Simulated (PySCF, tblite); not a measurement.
Isomers of C5H8O4Si. Calculated harmonic vibrations of the isolated species, GFN2-xTB (tblite), most abundant isotopes, no scaling. The method is semi-empirical: single wavenumbers can be off by several per cent or more. Modes of hydrogen on silicon can be 10 to 20 % off. One conformer each.

Electronic energies: PBE0/pcSseg-1 single points on the GFN2-xTB geometries (PySCF, gas phase).

```tsv
SMILES	electronic energy, lowest = 0 (kJ/mol)
O=C(O[SiH3])C(=O)OC1CC1	39.3
C=C[C@@H]1O[SiH2]O[C@@H](C=O)O1	30.8
C=CCOC(=O)C(=O)O[SiH3]	29.4
O=CO[Si@@H]1COCCC1=O	0.0
```

Question: How do GFN2-xTB zero-point energies change the relative energies?

Answer: 
```json
{"SMILES": "O=CO[Si@@H]1COCCC1=O", "ZPE (kJ/mol)": "333.0", "of it from modes above 1550 cm⁻¹": "157.5", "electronic (kJ/mol)": "0.0", "with ZPE, lowest = 0 (kJ/mol)": "0.0", "lowest mode (cm⁻¹)": "19", "rings": "1"}
{"SMILES": "C=CCOC(=O)C(=O)O[SiH3]", "ZPE (kJ/mol)": "315.1", "of it from modes above 1550 cm⁻¹": "164.3", "electronic (kJ/mol)": "29.4", "with ZPE, lowest = 0 (kJ/mol)": "11.5", "lowest mode (cm⁻¹)": "17i", "rings": "0"}
{"SMILES": "C=C[C@@H]1O[SiH2]O[C@@H](C=O)O1", "ZPE (kJ/mol)": "324.9", "of it from modes above 1550 cm⁻¹": "155.7", "electronic (kJ/mol)": "30.8", "with ZPE, lowest = 0 (kJ/mol)": "22.7", "lowest mode (cm⁻¹)": "38", "rings": "1"}
{"SMILES": "O=C(O[SiH3])C(=O)OC1CC1", "ZPE (kJ/mol)": "319.2", "of it from modes above 1550 cm⁻¹": "155.5", "electronic (kJ/mol)": "39.3", "with ZPE, lowest = 0 (kJ/mol)": "25.5", "lowest mode (cm⁻¹)": "10", "rings": "1"}
```

The zero-point energies span 17.9 kJ/mol, from `C=CCOC(=O)C(=O)O[SiH3]` to `O=CO[Si@@H]1COCCC1=O`. Slightly imaginary modes are left out of the zero-point energy: `C=CCOC(=O)C(=O)O[SiH3]` 17.1i cm⁻¹. The order is unchanged.

Question: And how do the electronic energies of GFN2-xTB itself compare?

Answer: `O=CO[Si@@H]1COCCC1=O` 107.4; `C=CCOC(=O)C(=O)O[SiH3]` 69.3; `C=C[C@@H]1O[SiH2]O[C@@H](C=O)O1` 0.0; `O=C(O[SiH3])C(=O)OC1CC1` 38.9 kJ/mol, lowest = 0. Against the energies above, taken from the same isomer `O=CO[Si@@H]1COCCC1=O`, the largest difference is 138.2 kJ/mol.
